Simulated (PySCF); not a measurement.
# SnBr⁺: one state, many levels of theory

State: ¹Σ⁺ (singlet), closed shell. Set-up: basis Sn def2-TZVPPD with ECP28, Br def2-TZVPPD; scalar-relativistic core potentials; PySCF 2.14. De refers to Sn⁺ + Br in their high-spin ground configurations, without counterpoise correction. A positive dipole points towards Br; it is taken about the centre of mass and depends on that origin.

```json
{"Level": "RHF", "Re (Å)": "2.403", "ωe (cm⁻¹)": "307", "De (eV)": "2.49", "μ (D)": "-4.31", "CPU s a point (SCF and correlation, without the integrals)": "1.1"}
{"Level": "RHF-MP2", "Re (Å)": "2.387", "ωe (cm⁻¹)": "311", "De (eV)": "3.93", "μ (D)": "n/a", "CPU s a point (SCF and correlation, without the integrals)": "2.1"}
{"Level": "RHF-SCS-MP2", "Re (Å)": "2.395", "ωe (cm⁻¹)": "307", "De (eV)": "3.74", "μ (D)": "n/a", "CPU s a point (SCF and correlation, without the integrals)": "n/a"}
{"Level": "RHF-CCSD", "Re (Å)": "2.394", "ωe (cm⁻¹)": "307", "De (eV)": "3.59", "μ (D)": "n/a", "CPU s a point (SCF and correlation, without the integrals)": "n/a"}
{"Level": "RHF-CCSD(T)", "Re (Å)": "2.401", "ωe (cm⁻¹)": "303", "De (eV)": "3.76", "μ (D)": "n/a", "CPU s a point (SCF and correlation, without the integrals)": "93"}
{"Level": "PBE", "Re (Å)": "2.427", "ωe (cm⁻¹)": "287", "De (eV)": "4.13", "μ (D)": "-3.57", "CPU s a point (SCF and correlation, without the integrals)": "2.6"}
{"Level": "PBEsol", "Re (Å)": "2.405", "ωe (cm⁻¹)": "295", "De (eV)": "4.39", "μ (D)": "-3.41", "CPU s a point (SCF and correlation, without the integrals)": "2.2"}
{"Level": "revPBE", "Re (Å)": "2.437", "ωe (cm⁻¹)": "283", "De (eV)": "3.90", "μ (D)": "-3.67", "CPU s a point (SCF and correlation, without the integrals)": "2.4"}
{"Level": "BLYP", "Re (Å)": "2.451", "ωe (cm⁻¹)": "276", "De (eV)": "3.91", "μ (D)": "-3.67", "CPU s a point (SCF and correlation, without the integrals)": "2.3"}
{"Level": "r²SCAN", "Re (Å)": "2.404", "ωe (cm⁻¹)": "299", "De (eV)": "4.06", "μ (D)": "-3.56", "CPU s a point (SCF and correlation, without the integrals)": "3.5"}
{"Level": "TPSSh", "Re (Å)": "2.410", "ωe (cm⁻¹)": "295", "De (eV)": "3.97", "μ (D)": "-3.71", "CPU s a point (SCF and correlation, without the integrals)": "6.4"}
{"Level": "PBE0", "Re (Å)": "2.401", "ωe (cm⁻¹)": "301", "De (eV)": "3.91", "μ (D)": "-3.75", "CPU s a point (SCF and correlation, without the integrals)": "7"}
{"Level": "BHandHLYP", "Re (Å)": "2.400", "ωe (cm⁻¹)": "304", "De (eV)": "3.54", "μ (D)": "-4.01", "CPU s a point (SCF and correlation, without the integrals)": "3.1"}
{"Level": "LC-ωPBE", "Re (Å)": "2.372", "ωe (cm⁻¹)": "317", "De (eV)": "3.59", "μ (D)": "-3.86", "CPU s a point (SCF and correlation, without the integrals)": "4.8"}
```

Task: Which functional lies closest to RHF-CCSD(T) in De, which farthest, and by how much do they differ from it?

Result: Closest is revPBE (+3.6 pm in Re, -6.6 % in ωe, +0.14 eV in De against RHF-CCSD(T) in the same basis), farthest PBEsol (+0.4 pm in Re, -2.6 % in ωe, +0.63 eV in De). CCSD(T) converges more slowly with the basis than the functionals do and binds too weakly in this one, so the order can change at the basis-set limit.

Task: What does a quarter of exact exchange do here, going from PBE to PBE0?

Result: PBE0 less PBE: -2.6 pm in Re, +4.9 % in ωe, -0.22 eV in De. Exact exchange removes part of the self-interaction that spreads semilocal densities, and in most molecules shortens and stiffens the bond and lowers De; so it does here.

Task: What does the step from GGA to meta-GGA do here, going from PBE to r²SCAN?

Result: r²SCAN less PBE: -2.3 pm in Re, +4.2 % in ωe, -0.07 eV in De. 

Correlated steps freeze 13 core orbitals. Spin–orbit coupling is left out, which matters for elements this heavy, above all for dissociation energies. For an ion De counts to the pair picked by the measured ionisation energies or electron affinities, which need not be the lowest pair at this level. Where the molecule has an RHF reference, its open-shell atoms are computed with UHF.

The whole job (state search and all levels along the bond) took about 11 min on 2 threads of Arm Neoverse V2 (shared host), peak memory 4.1 GiB.
